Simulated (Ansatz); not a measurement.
Consider the redistribution: `[OH][GeH2][I]` + `N=[C](O)[GeH3]` → `N=[C](O)[GeH2][OH]` + `[GeH3][I]`.

Isolated molecules relaxed with PBE0-D4/def2-TZVP in Ansatz; ΔE leaves out vibrations. CBS: MP2 limit from def2 TZ/QZ plus the TZ coupled-cluster correction, frozen cores. Functionals use def2-TZVPP. B3LYP here is the variant with VWN-RPA as its local correlation; programs differ in this. Elements past krypton have def2 core potentials. For Ge, I outer-core shells are correlated without core-valence functions, which leaves a few kJ/mol of doubt a bond. Scalar relativity is left out up to krypton. Each species was taken in one conformer, which may not be the lowest.

`[OH][GeH2][I]`:

Z-matrix (Å, degrees):
```
Ge
I 1 2.517
O 1 1.769 2 109.6
H 1 1.528 2 109.4 3 -114.9
H 1 1.536 2 106.7 3 120.4
H 3 0.961 1 113.0 2 56.8
```

`N=[C](O)[GeH3]`:

Z-matrix (Å, degrees):
```
Ge
C 1 1.977
H 1 1.533 2 109.6
H 1 1.533 2 109.7 3 120.9
H 1 1.535 2 106.6 3 -119.5
O 2 1.345 1 111.9 3 -60.9
N 2 1.262 1 128.3 3 119.1
H 6 0.971 2 106.6 1 180.0
H 7 1.014 2 112.2 1 0.0
```

`N=[C](O)[GeH2][OH]`:

Z-matrix (Å, degrees):
```
Ge
O 1 1.776
C 1 1.981 2 111.2
H 1 1.530 2 104.7 3 -121.3
H 1 1.543 2 111.0 3 116.9
H 2 0.960 1 112.9 3 -51.7
O 3 1.342 1 113.2 2 -51.8
N 3 1.263 1 126.7 2 128.6
H 7 0.971 3 106.8 1 -179.6
H 8 1.015 3 112.1 1 -1.0
```

`[GeH3][I]`:

Cartesian coordinates in Å:
```
Ge 0.010 0.124 0.188
I -0.097 -1.257 -1.910
H -1.257 0.985 0.240
H 1.270 0.991 0.107
H 0.074 -0.843 1.375
```

Is it downhill or uphill in electronic energy at CCSD(T)/CBS, and by how much? (An estimate is asked.)

Computed: Uphill: ΔE = +0.09 eV.

What do these levels give: PBE0-D4, B3LYP, HF/def2-TZVPP, MP2/def2-TZVPP, SCS-MP2/def2-QZVPP, MP2/CBS(def2)? (Estimate.)

The calculation gave: PBE0-D4 0.09, B3LYP 0.09, HF/def2-TZVPP 0.05, MP2/def2-TZVPP 0.09, SCS-MP2/def2-QZVPP 0.08, MP2/CBS(def2) 0.10 eV.

Largest T1 diagnostic among the species: 0.014.
